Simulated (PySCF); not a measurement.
## How the functional moves excitation energies

Compound: C2H10AlN.
SMILES: `C[CH2][AlH2-][NH3+]`

Linear-response calculations in the def2-SVPD basis (PySCF; singlets by full response, triplets Tamm–Dancoff, core orbitals frozen in the response; HF means time-dependent Hartree–Fock). 'Strongest' is the level of largest summed f among the singlets computed (10 roots, of which the last may lack a degenerate partner); it can jump between rows when another state enters that window. S1 is the lowest singlet of each run and needn't be the same state throughout; f(S1) is that of one state. The structure is a single PBE0-D3(BJ)/def2-SVP conformer in the gas phase; no vibrational or solvent corrections.

```json
{"functional": "LDA", "kind": "LDA", "S1 (eV)": "4.29", "f(S1)": "0.005", "strongest (eV)": "5.75", "T1 (eV)": "4.24", "HOMO (eV)": "-5.56", "gap (eV)": "4.27", "ionisation energy, ΔSCF (eV)": "8.59"}
{"functional": "PBE", "kind": "GGA", "S1 (eV)": "4.29", "f(S1)": "0.003", "strongest (eV)": "6.35", "T1 (eV)": "4.23", "HOMO (eV)": "-5.48", "gap (eV)": "4.27", "ionisation energy, ΔSCF (eV)": "8.49"}
{"functional": "B3LYP", "kind": "global hybrid, 20% exact exchange", "S1 (eV)": "4.94", "f(S1)": "0.004", "strongest (eV)": "7.11", "T1 (eV)": "4.87", "HOMO (eV)": "-6.51", "gap (eV)": "5.74", "ionisation energy, ΔSCF (eV)": "8.75"}
{"functional": "PBE0", "kind": "global hybrid, 25% exact exchange", "S1 (eV)": "5.24", "f(S1)": "0.005", "strongest (eV)": "7.39", "T1 (eV)": "5.15", "HOMO (eV)": "-6.71", "gap (eV)": "6.26", "ionisation energy, ΔSCF (eV)": "8.72"}
{"functional": "BHandHLYP", "kind": "global hybrid, 50% exact exchange", "S1 (eV)": "5.92", "f(S1)": "0.005", "strongest (eV)": "8.14", "T1 (eV)": "5.81", "HOMO (eV)": "-7.88", "gap (eV)": "7.95", "ionisation energy, ΔSCF (eV)": "8.80"}
{"functional": "CAM-B3LYP", "kind": "range-separated hybrid", "S1 (eV)": "5.70", "f(S1)": "0.005", "strongest (eV)": "7.89", "T1 (eV)": "5.59", "HOMO (eV)": "-8.08", "gap (eV)": "8.29", "ionisation energy, ΔSCF (eV)": "8.89"}
{"functional": "wB97X-D", "kind": "range-separated hybrid", "S1 (eV)": "6.00", "f(S1)": "0.008", "strongest (eV)": "8.17", "T1 (eV)": "5.91", "HOMO (eV)": "-8.58", "gap (eV)": "9.78", "ionisation energy, ΔSCF (eV)": "8.84"}
{"functional": "LC-wPBE", "kind": "range-separated hybrid", "S1 (eV)": "6.62", "f(S1)": "0.012", "strongest (eV)": "8.79", "T1 (eV)": "6.37", "HOMO (eV)": "-9.42", "gap (eV)": "10.73", "ionisation energy, ΔSCF (eV)": "9.00"}
{"functional": "HF", "kind": "Hartree–Fock", "S1 (eV)": "7.28", "f(S1)": "0.008", "strongest (eV)": "8.54", "T1 (eV)": "6.80", "HOMO (eV)": "-9.72", "gap (eV)": "11.31", "ionisation energy, ΔSCF (eV)": "not settled"}
```

S1 runs from 4.29 eV (PBE) to 7.28 eV (HF), a spread of 2.99 eV, while the orbital gap spreads over 7.0 eV. Along PBE (0%), B3LYP (20%), PBE0 (25%), BHandHLYP (50%), HF (100%) S1 rises with the share of exact exchange. −ε(HOMO) comes closest to its own ΔSCF ionisation energy with wB97X-D (-0.26 eV) and misses most with LDA (-3.04 eV). 'Not settled' means that the ion's SCF failed to converge or may have ended in another state than the lowest.

Without π bonds the low states are Rydberg-like; a valence basis with one diffuse set may place them up to an eV too high.
